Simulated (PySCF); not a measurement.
# GeCl: script and output

File input.py (PySCF 2.14):

```python
from pyscf import gto, dft

mol = gto.M(
    atom='Ge 0 0 0; Cl 0 0 2.13',
    basis='6-31g',
    charge=0,
    spin=1,
    verbose=4,
)
mf = dft.UKS(mol, xc='pbe')
mf.kernel()
mf.analyze()
print('orbital energies (hartree):', [e[max(0, n-3):n+3].round(4) for e, n in zip(mf.mo_energy, mol.nelec)])
```

```bash
$ python input.py
```

It prints (some set-up lines and the per-cycle HOMO/LUMO lines with their warnings removed):

```
PySCF version 2.14.0

[INPUT] verbose = 4
[INPUT] num. atoms = 2
[INPUT] num. electrons = 49
[INPUT] charge = 0
[INPUT] spin (= nelec alpha-beta = 2S) = 1
[INPUT] symmetry False subgroup None
[INPUT] Mole.unit = angstrom
[INPUT] Symbol           X                Y                Z      unit          X                Y                Z       unit  Magmom
[INPUT]  1 Ge     0.000000000000   0.000000000000   0.000000000000 AA    0.000000000000   0.000000000000   0.000000000000 Bohr   0.0
[INPUT]  2 Cl     0.000000000000   0.000000000000   2.130000000000 AA    0.000000000000   0.000000000000   4.025116645324 Bohr   0.0

nuclear repulsion = 135.151362788958
number of shells = 18
number of NR pGTOs = 136
number of NR cGTOs = 40
basis = 6-31g
ecp = {}

******** <class 'pyscf.dft.uks.UKS'> ********
method = UKS
initial guess = minao
damping factor = 0
level_shift factor = 0
DIIS = <class 'pyscf.scf.diis.CDIIS'>
diis_start_cycle = 1
diis_space = 8
diis_damp = 0
SCF conv_tol = 1e-09
SCF conv_tol_grad = None
SCF max_cycles = 50
direct_scf = True
direct_scf_tol = 1e-13
number electrons alpha = 25  beta = 24
XC library pyscf.dft.libxc version 7.0.0
    S. Lehtola, C. Steigemann, M. J.T. Oliveira, and M. A.L. Marques.,  SoftwareX 7, 1–5 (2018)
XC functionals = pbe
    J. P. Perdew, K. Burke, and M. Ernzerhof.,  Phys. Rev. Lett. 77, 3865 (1996)
    J. P. Perdew, K. Burke, and M. Ernzerhof.,  Phys. Rev. Lett. 78, 1396 (1997)
    J. P. Perdew, K. Burke, and M. Ernzerhof.,  Phys. Rev. Lett. 77, 3865 (1996)
    J. P. Perdew, K. Burke, and M. Ernzerhof.,  Phys. Rev. Lett. 78, 1396 (1997)
radial grids:
    Treutler-Ahlrichs [JCP 102, 346 (1995); DOI:10.1063/1.469408] (M4) radial grids

becke partition: Becke, JCP 88, 2547 (1988); DOI:10.1063/1.454033
pruning grids: <function nwchem_prune>
grids dens level: 3
symmetrized grids: False
atomic radii adjust function: <function treutler_atomic_radii_adjust>
small_rho_cutoff = 0
Set gradient conv threshold to 3.16228e-05
tot grids = 39520
init E= -2535.76552162453

cycle= 1 E= -2536.2689628606  delta_E= -0.503  |g|= 0.191  |ddm|= 1.17
cycle= 2 E= -2535.97096251832  delta_E= 0.298  |g|= 0.673  |ddm|= 1.11
cycle= 3 E= -2536.30070068569  delta_E= -0.33  |g|= 0.034  |ddm|= 0.805
cycle= 4 E= -2536.30111518124  delta_E= -0.000414  |g|= 0.016  |ddm|= 0.0606
cycle= 5 E= -2536.30122748512  delta_E= -0.000112  |g|= 0.00333  |ddm|= 0.015
cycle= 6 E= -2536.3012386241  delta_E= -1.11e-05  |g|= 0.000266  |ddm|= 0.00735
cycle= 7 E= -2536.30123869439  delta_E= -7.03e-08  |g|= 6.08e-05  |ddm|= 0.000916
cycle= 8 E= -2536.30123869861  delta_E= -4.22e-09  |g|= 1.3e-05  |ddm|= 0.000192
cycle= 9 E= -2536.30123869876  delta_E= -1.49e-10  |g|= 1.37e-06  |ddm|= 4.05e-05
Extra cycle  E= -2536.30123869876  delta_E= -9.09e-13  |g|= 2.08e-06  |ddm|= 1.1e-05
converged SCF energy = -2536.30123869876  <S^2> = 0.75102849  2S+1 = 2.0010282
**** SCF Summaries ****
Total Energy =                       -2536.301238698762518
Nuclear Repulsion Energy =             135.151362788957755
One-electron Energy =                -3799.594487241903153
Two-electron Energy =                 1128.141885754183022
Two-electron Coulomb Energy =         1234.994365547231837
DFT Exchange-Correlation Energy =     -106.852479793048730
**** MO energy ****
                             alpha | beta                alpha | beta
[14 lines left out]
MO #15  energy= -1.06386689864806  | -1.06313482501124  occ= 1 | 1
MO #16  energy= -1.06050185573431  | -1.05979267429992  occ= 1 | 1
MO #17  energy= -1.05470495253984  | -1.05124614614951  occ= 1 | 1
MO #18  energy= -1.05225251066041  | -1.04890422212692  occ= 1 | 1
MO #19  energy= -1.05213756228411  | -1.04801360578105  occ= 1 | 1
MO #20  energy= -0.768716332262871 | -0.765627938269714 occ= 1 | 1
MO #21  energy= -0.461105980591612 | -0.444343130020358 occ= 1 | 1
MO #22  energy= -0.313087553875338 | -0.311611987879063 occ= 1 | 1
MO #23  energy= -0.308589025009144 | -0.300343095617507 occ= 1 | 1
MO #24  energy= -0.301481936435275 | -0.289876462629108 occ= 1 | 1
MO #25  energy= -0.149364706709922 | -0.131671664246844 occ= 1 | 0
MO #26  energy= -0.146326950196054 | -0.102169324213313 occ= 0 | 0
MO #27  energy= -0.0373923287297071 | -0.0252128451845959 occ= 0 | 0
MO #28  energy= 0.0778613002271742 | 0.0941033413606136 occ= 0 | 0
[12 lines left out]

To work with the spin densities directly, `use mulliken_meta_spin()` only printing them here.

 ** Mulliken spin pop alpha/beta on meta-lowdin orthogonal AOs **
 ** Mulliken Spin Density (per AO)  **
 ** Mulliken Spin Density (per atom)  **
spin density of  0 Ge =      0.94713
spin density of  1 Cl =      0.05287
 ** Mulliken pop alpha/beta on meta-lowdin orthogonal AOs **
 ** Mulliken pop       alpha | beta **
pop of  0 Ge 1s        1.00000 | 1.00000
pop of  0 Ge 2s        0.99999 | 0.99999
pop of  0 Ge 3s        0.99985 | 0.99986
pop of  0 Ge 4s        0.96397 | 0.96092
pop of  0 Ge 5s        0.00624 | 0.00564
pop of  0 Ge 2px       1.00000 | 1.00000
pop of  0 Ge 2py       1.00000 | 1.00000
pop of  0 Ge 2pz       1.00000 | 1.00000
pop of  0 Ge 3px       0.99995 | 0.99990
pop of  0 Ge 3py       0.99990 | 0.99989
pop of  0 Ge 3pz       0.99991 | 0.99992
pop of  0 Ge 4px       0.81976 | 0.08145
[28 lines left out]
In total            25.00000 | 24.00000
 ** Mulliken atomic charges   ( Nelec_alpha | Nelec_beta ) **
charge of  0Ge =      0.18951  (    16.37881     15.43168 )
charge of  1Cl =     -0.18951  (     8.62119      8.56832 )
Dipole moment(X, Y, Z, Debye):  0.00000, -0.00000, -1.66511
orbital energies (hartree): [array([-0.3086, -0.3015, -0.1494, -0.1463, -0.0374,  0.0779]), array([-0.3116, -0.3003, -0.2899, -0.1317, -0.1022, -0.0252])]
```

In short: E(SCF) = -2536.301239 Eh, 9 cycles, ⟨S²⟩ = 0.751, μz(SCF) = -1.67 D.

Wall time 3 s on one thread of a shared host.

The bond length is a typed value, not an optimised one. No search for the lowest solution was made.
